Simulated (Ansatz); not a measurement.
Ansatz results at the PBE0-D4/def2-TZVP geometry: HOMO energy (PBE0/def2-TZVPP) -6.85 eV; HOMO–LUMO gap (ωB97M-V/def2-TZVPP) 11.29 eV; LUMO energy (ωB97M-V/def2-TZVPP) 2.22 eV.

Each molecule was computed in one conformer, which needn't be the lowest.

Q: Which molecule gave them?
A. `[SiH3]OCS`
B. `C[SiH](F)CS`
C. `BN=C1CC1`
D. `C[SiH2]SCF`

A: B. The others give `C[SiH2]SCF`: -7.37, 11.74, 2.18; `BN=C1CC1`: -7.14, 10.85, 1.48; `[SiH3]OCS`: -7.22, 11.18, 1.70.
